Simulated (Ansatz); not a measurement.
Basis-set extrapolation for BFH₅NSi (`N[SiH2]BF`) (PBE0-D4/def2-TZVP geometry, frozen core, Ansatz 0.2.0). Multiplicity 1, RHF reference.

```json
{"": "HF", "def2-TZVPP": "-470.567653", "def2-QZVPP": "-470.585429"}
{"": "MP2 correlation", "def2-TZVPP": "-0.684147", "def2-QZVPP": "-0.739823"}
{"": "CCSD(T) correlation", "def2-TZVPP": "-0.745211", "def2-QZVPP": "not run"}
```

Energies in hartree. Use E(X) = E(∞) + A·exp(−7.88·√X) for Hartree–Fock and E(X) = E(∞) + B·X^(−2.97) for correlation, with X = 3 and 4, and add CCSD(T) minus MP2 of the smaller set to the MP2 limit.

What is the CCSD(T) energy at the basis-set limit?

HF limit: -470.585429 + (-0.017776) × 0.13774 = -470.58788. MP2 limit: -0.739823 + (-0.055676) × 0.74074 = -0.78106. Higher-order term: -0.745211 − (-0.684147) = -0.06106. Total: -471.43000 hartree, 307.5 kJ/mol below CCSD(T)/def2-TZVPP.
